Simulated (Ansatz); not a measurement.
`C[CH2][Cd][F]` + HCl → `[F][Cd][Cl]` + ethane  (ligand exchange at a Cd–C bond)

Calculated with Ansatz (gas phase, PBE0-D4/def2-TZVP geometries, no zero-point term in ΔE). CCSD(T)/CBS is the MP2 limit (def2-TZVPP, def2-QZVPP) plus CCSD(T) − MP2 in def2-TZVPP, frozen cores. This one scheme is used for every species. Functionals use def2-TZVPP. Elements past krypton have def2 core potentials. For Cd outer-core shells are correlated without core-valence functions, which leaves a few kJ/mol of doubt a bond. One conformer a species, not always the lowest.

Is it downhill or uphill in electronic energy at CCSD(T)/CBS, and by how much? (An estimate is asked.)

The calculation gave: Downhill: ΔE = -1.35 eV.

What do these levels give: r2SCAN-D4, ωB97X-V, r2SCAN0, LC-ωPBE, CCSD/def2-SVP, HF/def2-TZVPP? (An estimate is asked.)

The calculation gave: r2SCAN-D4 -1.32, ωB97X-V -1.41, r2SCAN0 -1.41, LC-ωPBE -1.42, CCSD/def2-SVP -1.40, HF/def2-TZVPP -1.84 eV.

Largest T1 diagnostic among the species: 0.015.

In def2-TZVPP, CCSD(T) changes the Hartree–Fock value by +0.59 eV (the triples alone add +0.07 eV) and MP2 by +0.68 eV. From PBE to PBE0 (25 % exact exchange), in def2-TZVPP and without D4, ΔE moves by −0.13 eV. Leaving LDA and LC-ωPBE aside and taking each functional with its dispersion term where it has one, the values, not all of them listed here, spread over 0.30 eV, from BHLYP-D4 to PBE-D4. LDA lies +0.14 eV from PBE without D4.
